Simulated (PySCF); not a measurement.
# Distorted geometries of [Tl(OH)2]+

[Tl(OH)2]+ (singlet). PySCF 2.14.0, RKS PBE, Tl def2-SVP with ECP60, O def2-SVP, H def2-SVP; non-relativistic Hamiltonian with scalar-relativistic core potentials where named; density fitting; no spin-orbit coupling. Relaxed geometry:

```xyz
5

Tl    0.0000    0.0000    0.6932
O     1.9902    0.2015    0.9062
H     2.4456   -0.1968    0.1231
O    -1.9902   -0.2015    0.9062
H    -2.4456    0.1968    0.1231
```

Q: Order these distorted geometries by energy above the relaxed one, lowest first.
A.
```xyz
5

Tl    0.2164    0.1963    0.8174
O     2.0348   -0.2798    0.6920
H     2.1499   -0.1098    0.0590
O    -1.9400   -0.1359    1.0416
H    -2.4611    0.3292    0.1417
```
B.
```xyz
5

Tl   -0.0960   -0.0949    0.5836
O     2.0728    0.0680    0.8431
H     2.5530    0.0469    0.2715
O    -2.0632   -0.2005    0.9711
H    -2.4665    0.1804    0.0825
```
C.
```xyz
5

Tl    0.0515   -0.1131    0.8925
O     1.8929    0.1739    0.6554
H     2.3034   -0.2239    0.0727
O    -1.9438    0.0092    0.9741
H    -2.3041    0.1539    0.1572
```

A: C (1.56 eV), B (2.91 eV), A (6.66 eV).

Q: Which forces (eV/Å) act in the one that lies 6.66 eV up?

A: 
```
Tl   -6.53   0.01   0.78
O    -6.17 -13.42  48.39
H    10.45  12.82 -49.08
O     0.28   2.15  -3.27
H     1.97  -1.56   3.19
```
Forces carry noise of the integration grid, about 0.01 to 0.03 eV/Å.
